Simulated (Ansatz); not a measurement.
Input for Ansatz (a program for electronic structure): R-SVWN5/def2-TZVPP on H2S2Si (SMILES S[Si]S), a point of a torsion scan.

Ansatz 0.2 input:
```yaml
crystal:
  periodic: [false, false, false]
  atoms:
    - {symbol: S, position_ang: [1.68409219, -0.15458336, 0.10604726]}
    - {symbol: Si, position_ang: [-0.01556780, -1.33052094, -0.70686777]}
    - {symbol: S, position_ang: [-1.46349232, -1.17270642, 0.90973842]}
    - {symbol: H, position_ang: [1.24270380, 0.97956277, -0.42043511]}
    - {symbol: H, position_ang: [-0.72271678, -0.51441509, 1.79285878]}
basis:
  gaussian:
    orbitals: def2-TZVPP
hamiltonian:
  xc: {name: SVWN5}
scf: {lower_state_search: off}
```

The head of its log:

```
WARN ansatz: RAYON_NUM_THREADS=1 ignored (pool sized by the plan → 1); use --threads N
Functional definition: SVWN5
these checks for a lower state are left out or cut short: stability, starts, cluster_reference, orbital_swaps, neighbouring_geometries, increment
integrals: 0.08 GiB planned
974 factors; their error is unknown
mean field: 0.48 GiB planned
mean field evaluation 1: about -29474.5597 eV, gradient 2.6e1 eV
mean field evaluation 2: about -29470.8632 eV, gradient 4.5e1 eV
```

Q: Predict the final total energy.

A: -1083.2416 hartree.
